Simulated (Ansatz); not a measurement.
Reaction (germylene formation by 1,1-elimination): `[F][GeH]([Cl])[Br]` → `[F][Ge][Cl]` + HBr

Program: Ansatz. Geometries: PBE0-D4/def2-TZVP. ΔE: electronic, gas phase. CCSD(T)/CBS adds triple-zeta CCSD(T) − MP2 to the extrapolated MP2 energy (def2 sets, frozen cores). DFT in def2-TZVPP. B3LYP here is the variant with VWN-RPA as its local correlation; programs differ in this. For Br, Ge outer-core shells are correlated without core-valence functions, which leaves a few kJ/mol of doubt a bond. Scalar relativity is left out up to krypton.

CCSD(T)/CBS gives +27.6 kcal/mol.

Task: Another level gave +23.1 kcal/mol. Which?
A. MP2/def2-TZVPP
B. B3LYP-D4/def2-TZVPP
C. PBE0/def2-TZVPP
D. r2SCAN-D4/def2-TZVPP

Result: B. B3LYP-D4 23.1, r2SCAN-D4 30.2, PBE0 28.1, MP2/def2-TZVPP 33.7 kcal/mol.

Largest T1 diagnostic among the species: 0.014.

Leaving LDA and LC-ωPBE aside and taking each functional with its dispersion term where it has one, the values, not all of them listed here, spread over 16.1 kcal/mol, from BLYP-D4 to PBE-QIDH. LDA lies +7.7 kcal/mol from PBE without D4. At CCSD(T), def2-SVP lies +1.1 kcal/mol from the extrapolated value and def2-TZVPP +3.1 kcal/mol.
